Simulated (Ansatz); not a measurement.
A nudged elastic band was laid between two geometries of AlClF3H (6 atoms, charge 0, multiplicity 1).

Computed with RHF/def2-SVP (Ansatz 0.2.0).

```yaml
movable_images: 9
climbing_image: yes
spring: 5.0 eV/Å²
optimiser: quadratic models (default)
start_path: through a guess of the saddle point
force_threshold: 0.05 eV/Å
iteration_limit: 60
end_points: relaxed
```

Initial state:

```xyz
6
Properties=species:S:1:pos:R:3
Al 0.005 0.050 0.053
F 0.003 0.537 1.627
F 1.408 0.124 -0.790
F -1.413 0.045 -0.768
Cl 0.079 -2.372 0.864
H 0.077 -1.984 2.084
```

Final state:

```xyz
6
Properties=species:S:1:pos:R:3
Al 0.019 -0.522 -0.145
F 0.022 -0.071 1.795
F 1.409 0.229 -0.588
F -1.418 0.150 -0.567
Cl 0.080 -2.597 0.212
H 0.046 -0.791 2.362
```

**Question.** Which bonds break or form, and what moves?

**Answer.** Bonds broken: Cl5–H6. Bonds formed: F2–H6.

**Question.** What energy profile does the band end with?

**Answer.** The forces met the threshold. The highest image is number 5 of 0 to 10, 62.3 kJ/mol above the first end and 73.9 kJ/mol above the last; the last end lies 11.6 kJ/mol below the first. A vibrational analysis at the climbing image gives one clearly imaginary mode, 1304i cm⁻¹: a first-order saddle point. The orbitals stay closed-shell, which can raise the energy where a bond breaks towards radicals; this wasn't checked here.

```tsv
image	path coordinate (Å)	energy (kJ/mol)	Cl5–H6 (Å)	F2–H6 (Å)
0	0.00	0.0	1.28	2.56
1	0.21	1.6	1.28	2.28
2	0.42	7.6	1.29	2.01
3	0.64	20.2	1.30	1.74
4	0.85	43.0	1.36	1.48
5	1.06	62.3	1.51	1.22
6	1.28	38.8	1.73	1.02
7	1.49	11.0	1.98	0.95
8	1.70	-3.6	2.24	0.93
9	1.92	-10.0	2.52	0.92
10	2.13	-11.6	2.81	0.92
```

**Question.** What is the geometry of the highest image?

**Answer.** 
```xyz
6
Properties=species:S:1:pos:R:3:forces:R:3
Al 0.013 -0.253 0.004 0.00 0.00 0.00
F 0.022 0.011 1.757 0.00 0.00 0.00
F 1.424 0.159 -0.710 0.00 0.00 0.00
F -1.433 0.083 -0.682 0.00 0.00 0.00
Cl 0.077 -2.391 0.883 0.00 0.00 0.00
H 0.055 -1.209 1.818 0.00 0.00 0.00
```

**Question.** What are the harmonic wavenumbers there?

**Answer.** 1304i, 135, 213, 216, 261, 409, 515, 693, 878, 922, 1029, 1617 cm⁻¹.

The band took 11 iterations and of the order of 80 core-seconds.

Time of the run: 78 s on 1 thread of Intel(R) Xeon(R) 6975P-C (Granite Rapids), with other jobs on the host, peak memory 0.17 GiB.
